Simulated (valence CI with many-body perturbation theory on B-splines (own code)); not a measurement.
Values are calculated unless marked as measured or tabulated.
# Sensitivity of CI+MBPT for Ce51+

Level of theory: valence CI with perturbative core correlation (CI+MBPT): five valence electrons over a frozen Dirac-Fock core [He], a basis of 6 s, 6 p, 5 d, 3 f, 1 g functions for each j, with the one-electron correlation potential Σ1 (screened to all orders), the two-electron term Σ2, the three-electron term Σ3, Breit, model QED; selected single and double excitations, second order for the rest, scaled by the run's own slope (own B-spline code, finite nucleus).

The last digits are not significant, and no measured levels were compared; by estimate large intervals hold to a few tenths of a per cent, small ones and those within an open d or f shell to about a per cent. Among the levels kept, up to 2400 cm⁻¹ of a level comes from second order outside the variational space, and about a tenth of that is noise between levels of different J, which matters for small intervals.

The reference run has the lowest level (2s^2 2p1/2^2 2p3/2) J=3/2 and an ionisation energy of 9802.54 eV. Its largest variational space holds 10000 state functions.

Levels are named by their leading jj configuration (3d3/2^4 stands for four electrons in 3d with j = 3/2), which in mixed levels can hold well under half, so a name can repeat and another be missing. Letters in brackets count levels of one name in rising energy.

Changed runs:
A. screening of Σ1 on → off
B. selection threshold (hartree) 2e-08 → 1e-05
C. highest l in the core sums 6 → 3; Davidson tolerance 2e-05 → 0.001
D. correlating orbitals by l 3 3 3 2 1 → 2 2 1 1 0; natural orbitals for correlation on → off (bad on purpose)

Excitation energies of the reference run in cm⁻¹, and shifts in cm⁻¹:

```csv
Level,Reference,A,B,C,D
(2s^2 2p1/2 2p3/2^2) J=3/2,3619310,-0.3,-3.1,+19,-1633
(2s^2 2p1/2 2p3/2^2) J=5/2,3788930,-0.3,-10,+19,+189
(2s^2 2p1/2 2p3/2^2) J=1/2,4071650,-0.4,-7.8,+19,+145
(2s 2p1/2^2 2p3/2^2) J=5/2,5562740,+0.5,-15,-61,+501
(2s 2p1/2^2 2p3/2^2) J=1/2,6174690,+0.4,-10,-60,+4526
(2s 2p1/2^2 2p3/2^2) J=3/2,6187180,+0.4,-11,-60,+5745
(2s^2 2p3/2^3) J=3/2,7701330,-0.7,-0.7,+37,-1203
(2s 2p1/2 2p3/2^3) J=3/2 [a],9353480,+0.1,-2.6,-42,-472
(2s 2p1/2 2p3/2^3) J=5/2,9633370,+0.1,-15,-42,+2591
(2s 2p1/2 2p3/2^3) J=1/2,9970790,+0.1,-8.1,-42,+4139
(2s 2p1/2 2p3/2^3) J=3/2 [b],10057100,+0.1,-5.9,-42,+5860
(2p1/2^2 2p3/2^3) J=3/2,12204000,+0.8,-3.4,-120,+12099
Ionisation energy (eV),9802.54,-0.0011,+0.0008,+0.0082,-1.09
```
